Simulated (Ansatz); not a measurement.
Species: H$_{2}$GeOBr, charge 0, doublet. H2GeOBr (SMILES [OH][GeH][Br], doublet).
B3LYP-D3(BJ)/def2-TZVP minimum from Ansatz (a program for electronic structure):
```xyz
5

Ge    -0.7402     0.5208     0.4516
O     -2.0276    -0.4015    -0.3906
Br     1.2458    -0.3792    -0.3824
H     -0.8214     0.1853     1.9870
H     -2.8739    -0.3686     0.0718
```
Charge 0, spin multiplicity 2.

Total energies in cc-pVDZ, 19 correlated electrons, 29 frozen orbitals. Open shells are spin-unrestricted; no spin-orbit coupling. Correlated methods leave the cores frozen (noble-gas shells, and filled d and f shells in the p block). No relativity. Spin-orbit terms, left out, reach several kcal/mol for Br and I, and more for heavier atoms.

```csv
method,program,energy (Eh),minus CCSDT(Q) (mEh)
HF,Ansatz,-4723.78355,418.56
MP2,Ansatz,-4724.16462,37.48
CCSD,Ansatz,-4724.19040,11.70
CCSD(T),Ansatz,-4724.20002,2.08
CCSDT(Q),Ansatz,-4724.20210,0.00
```

Rough core times of Ansatz's runs on a shared machine: CCSD(T) under 20 s, CCSDT(Q) 10 min.
